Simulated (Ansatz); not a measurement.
Mulliken charges of CH$_{6}$InNO, SMILES `C[NH][InH][OH]` from ωB97M-V/def2-TZVPP in Ansatz (PBE0-D4/def2-TZVP geometry).

```tsv
atom	x (Å)	y (Å)	z (Å)	charge (e)
C1	-1.071	0.156	-0.947	-0.195
N2	-0.654	-0.630	0.189	-0.429
In3	1.050	-0.463	1.233	0.666
O4	2.214	0.996	0.542	-0.540
H5	-2.018	0.681	-0.770	0.111
H6	-0.325	0.924	-1.172	0.072
H7	-1.190	-0.444	-1.858	0.111
H8	-1.319	-1.343	0.439	0.103
H9	1.553	-1.381	2.562	-0.062
H10	1.844	1.453	-0.215	0.163
```

By hand: the dipole of these point charges (1 e Å = 4.8032 D).

Σ q r = (-0.318, -0.329, 0.107) e Å, of length 0.470 e Å = 2.26 D.

How does the dipole of the full density compare? (An estimate is asked.)

Computed: (-0.413, -0.226, -0.071) e Å, 2.29 D; the point charges give 0.99 times that, at 28° from its direction.

Point charges leave out the atoms' own dipoles, such as those of lone pairs, and Mulliken's split depends on the basis, so the two needn't agree.
